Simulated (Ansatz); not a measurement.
`CC1B[SiH2]1` + `[NH]=[W](=[NH])([OH])[OH]` → `C[O][W](=[NH])(=[NH])[OH]` + `B1C[SiH2]1`  (substitution at a C–C bond)

Gas-phase electronic energies from Ansatz, PBE0-D4/def2-TZVP geometries. CCSD(T)/CBS adds triple-zeta CCSD(T) − MP2 to the extrapolated MP2 energy (def2 sets, frozen cores). Functionals use def2-TZVPP. B3LYP here is the variant with VWN-RPA as its local correlation; programs differ in this. HSE06 is defined as in plane-wave codes. def2 core potentials past Kr. For W outer-core shells are correlated without core-valence functions, which leaves a few kJ/mol of doubt a bond. Each species was taken in one conformer, which may not be the lowest.

```tsv
level	ΔE (kJ/mol)	difference from CCSD(T)/CBS
LDA (SPW92)	51.9	1.2
PBE-D4	50.2	-0.5
revPBE-D4	50.5	-0.2
BLYP-D4	43.3	-7.4
r2SCAN-D4	48.2	-2.5
PBE0-D4	50.2	-0.5
B3LYP-D4	43.6	-7.1
r2SCANh-D4	48.6	-2.1
r2SCAN0-D4	49.1	-1.6
HSE06-D4	50.2	-0.5
BHLYP-D4	41.7	-9.0
CAM-B3LYP-D4	42.6	-8.1
ωB97X-V	44.5	-6.2
ωB97M-V	48.4	-2.3
B2PLYP	45.9	-4.8
PBE-QIDH	50.9	0.2
revPBE	49.5	-1.2
BLYP	43.0	-7.7
r2SCAN	48.3	-2.4
PBE0	50.4	-0.3
B3LYP	43.7	-7.0
r2SCANh	48.8	-1.9
r2SCAN0	49.3	-1.4
HSE06	50.4	-0.3
CAM-B3LYP	42.8	-7.9
LC-ωPBE	48.1	-2.6
RPA@PBE/def2-TZVPP	43.2	-7.5
HF/def2-SVP	29.7	-21.0
MP2/def2-SVP	45.9	-4.8
CCSD/def2-SVP	39.6	-11.1
CCSD(T)/def2-SVP	40.1	-10.6
HF/def2-TZVPP	36.2	-14.5
MP2/def2-TZVPP	52.6	1.9
SCS-MP2/def2-TZVPP	48.0	-2.7
CCSD(T)/def2-TZVPP	47.7	-3.0
HF/def2-QZVPP	35.8	-14.9
SCS-MP2/def2-QZVPP	49.7	-1.0
HF/CBS(def2)	35.7	-15.0
MP2/CBS(def2)	55.6	4.9
CCSD/CBS(def2)	49.8	-0.9
CCSD(T)/CBS	50.7	0
```

Largest T1 diagnostic among the species: 0.020, so the coupled-cluster value is less sure than usual.

In def2-TZVPP, CCSD(T) changes the Hartree–Fock value by +11.4 kJ/mol (the triples alone add +0.9 kJ/mol) and MP2 by +16.4 kJ/mol. Leaving LDA and LC-ωPBE aside and taking each functional with its dispersion term where it has one, the values spread over 9.2 kJ/mol, from BHLYP-D4 to PBE-QIDH.
